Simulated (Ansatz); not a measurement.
The first iterations of a band of C3H9NSe (14 atoms, charge 0, multiplicity 1).

These are results of Ansatz, RKS B3LYP/def2-SVP, not measurements.

```yaml
movable_images: 5
climbing_image: yes
spring: 5.0 eV/Å²
optimiser: quadratic models (default)
start_path: through a guess of the saddle point
force_threshold: 0.05 eV/Å
iteration_limit: 60
end_points: relaxed
```

Initial state:

```xyz
14
Properties=species:S:1:pos:R:3
C -1.778 1.057 0.356
C -0.274 1.296 0.312
Se 0.791 0.071 1.440
C 0.903 -1.417 0.138
N 1.510 -1.002 -1.104
H -2.179 1.178 1.374
H -2.302 1.773 -0.303
H -2.039 0.043 0.014
H -0.015 2.307 0.663
H 0.138 1.173 -0.701
H 1.430 -2.210 0.705
H -0.118 -1.779 -0.061
H 2.502 -0.799 -0.982
H 1.417 -1.721 -1.822
```

Final state:

```xyz
14
Properties=species:S:1:pos:R:3
C -1.730 0.991 0.298
C -0.235 1.286 0.259
Se 0.874 0.121 1.408
C 0.910 -1.497 0.194
N 1.551 -1.369 -1.076
H -2.129 1.093 1.319
H -2.282 1.688 -0.356
H -1.954 -0.032 -0.044
H -0.019 2.308 0.607
H 0.172 1.211 -0.762
H 1.421 -2.247 0.816
H -0.131 -1.824 0.062
H 2.499 -1.004 -0.988
H 1.039 -0.756 -1.709
```

| iteration | highest image above the first end (eV) | largest band force component (eV/Å) |
| --- | --- | --- |
| 1 | 1.006 | 9.700 |
| 2 | 0.359 | 2.014 |
| 3 | 0.171 | 1.257 |

Problem. Does the band converge within its limit, and where does its top end?

Solution. The run converged. It ended after 10 iterations with the highest image 0.087 eV above the first end. A vibrational analysis at the climbing image gives one clearly imaginary mode, 531i cm⁻¹: a first-order saddle point.

The run took 4 min on 2 threads of Arm Neoverse V1, on a shared host, peak memory 0.4 GiB.
